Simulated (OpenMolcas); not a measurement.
**Mo5+: moving the ligands**

Mo5+ with 4 ligands (fluoride) in tetrahedral coordination (Td) at 1.77 Å. Ligand basis ANO-RCC-VDZP.
```
Mo    0.0000    0.0000    0.0000
F     1.0219    1.0219    1.0219
F     1.0219   -1.0219   -1.0219
F    -1.0219    1.0219   -1.0219
F    -1.0219   -1.0219    1.0219
```

| Quantity | Value |
| --- | --- |
| Program | OpenMolcas |
| Method | CASSCF |
| Basis | ANO-RCC-VDZP [6s5p3d1f] |
| Scalar Hamiltonian | DKH2, point nucleus |
| Active space | 1 electron in 5 orbitals (4d) |
| State averaging | 2S+1 = 2 even, 5 roots |
| Spin-orbit coupling | state interaction with AMFI integrals over the reference wave functions |

Runs around this geometry, states (labels of Td). Energies in cm-1 above the lowest state or level, χT in cm3 K/mol; 10Dq is the gap between the two states; 10Dq is negative for this site.

```
R (Å)  Ground state  First state of that spin    10Dq  First gap with spin-orbit (degeneracies)  χT at 300 K
 1.74            2E                 2T2 20080  -20080                              20062 (4, 4)        0.347
 1.77            2E                 2T2 19036  -19036                              18995 (4, 4)        0.345
 1.82            2E                 2T2 17472  -17472                              17403 (4, 4)        0.341
```

Taking |10Dq| as R^-n, n = -ln(17472 / 20080) / ln(1.82 / 1.74) = 3.1 between the shortest and longest distance. The point-charge formula for a cubic d site gives n = 5.

An orbital doublet at a regular site is open to a Jahn-Teller distortion, which this geometry leaves out. With metal d orbitals alone the field can be off either way by tens of per cent. Ligand-to-metal charge-transfer states are missing. The least metal-like active orbital is 68 % on the metal (Löwdin) and no ligand orbital is active, so the numbers are rough (holds for R = 1.74). The least metal-like active orbital is 69 % on the metal (Löwdin) and no ligand orbital is active, so the numbers are rough (holds for R = 1.77). The least metal-like active orbital is 70 % on the metal (Löwdin) and no ligand orbital is active, so the numbers are rough (holds for R = 1.82). No measured value stands beside these numbers; the geometry is a model, was not optimised and need not be the one that this ion takes.
